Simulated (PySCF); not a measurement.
Ga(Me)(OH)2(OH2), CH₇GaO₃, singlet, PBE0/def2-SVP optimised geometry.

```
12

Ga    -0.06    -0.35     0.00
C     -1.17     1.26     0.00
H     -1.23     1.69     1.01
H     -2.20     1.03    -0.33
H     -0.76     2.03    -0.67
O     -0.63    -1.99     0.55
H     -1.45    -2.03     1.06
O      1.76    -0.35     0.00
H      2.20     0.48     0.22
O      0.17    -1.34    -1.87
H     -0.11    -2.18    -1.46
H      1.14    -1.33    -1.77
```

Density from PySCF with PBE0/def2-TZVP at that geometry.

Minimum of the electron density along straight lines between bonded atoms, close to the bond critical point (lines longer than 1.1 times the sum of covalent radii, or with two minima, are not listed):

| bond | length / Å | ρ at the minimum / e bohr⁻³ | ∇²ρ there / e bohr⁻⁵ | position (fraction from the first atom) |
|---|---|---|---|---|
| Ga1–C2 | 1.957 | 0.116 | 0.19 | 0.48 |
| C2–H3 | 1.101 | 0.266 | -0.87 | 0.64 |
| C2–H4 | 1.100 | 0.267 | -0.87 | 0.64 |
| C2–H5 | 1.100 | 0.267 | -0.87 | 0.64 |
| Ga1–O6 | 1.823 | 0.123 | 0.65 | 0.48 |
| O6–H7 | 0.960 | 0.359 | -2.40 | 0.80 |
| Ga1–O8 | 1.821 | 0.124 | 0.65 | 0.48 |
| O8–H9 | 0.960 | 0.359 | -2.40 | 0.80 |
| O10–H11 | 0.977 | 0.343 | -2.37 | 0.81 |
| O10–H12 | 0.976 | 0.344 | -2.37 | 0.81 |
